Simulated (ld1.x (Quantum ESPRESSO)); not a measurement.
# Transferability test, ultrasoft potential for oxygen (O)

O (Z = 8), ultrasoft, made with ld1.x (Quantum ESPRESSO) 7.5 (PBE, non-relativistic). Core [He], reference 2s1.5 2p4.5. Waves: 2s (bound): rcut 0.80, rcutus 0.85 bohr; 2s channel at -1.4 Ry: rcut 0.80, rcutus 0.85 bohr; 2p (bound): rcut 0.80, rcutus 1.00 bohr; 2p channel at 1.6 Ry: rcut 0.80, rcutus 1.00 bohr; 3d channel at -0.2 Ry: rcut 0.70, rcutus 0.85 bohr; 3d channel at 1.25 Ry: rcut 0.70, rcutus 0.85 bohr. Local part: all-electron potential smoothed inside 0.90 bohr (lloc = -1). Core correction: Bessel-smoothed model core, default radius (core density twice the valence density). Augmentation charge: built from norm-conserving waves at rcut, not smoothed further.

Energies are relative to the spin-unpolarised reference configuration 2s1.5 2p4.5; without spin polarisation the order of configurations can differ from experiment.

(1) Give the all-electron excitation energy and the error of the potential for: 2s2 2p4; 2s2 2p3; 2s2 2p2; 2s2 2p0; 2s1 2p5; 2s2 2p3.5; 2s2 2p4.3.

Levels in the configuration 2s2 2p3:

```tsv
level	all-electron (eV)	pseudo (eV)
2s	-39.612	-39.615
2p	-24.457	-24.458
```

Results:

(1)

```csv
valence configuration,charge,ΔE all-electron (eV),error AE − PS (meV)
2s2 2p4,0,-7.443,+0.9
2s2 2p3,+1,8.996,+0.7
2s2 2p2,+2,42.589,+0.8
2s2 2p0,+4,173.363,+61
2s1 2p5,0,7.453,+1.0
2s2 2p3.5,+0.5,-1.154,+0.9
2s2 2p4.3,-0.3,-9.568,+0.8
```
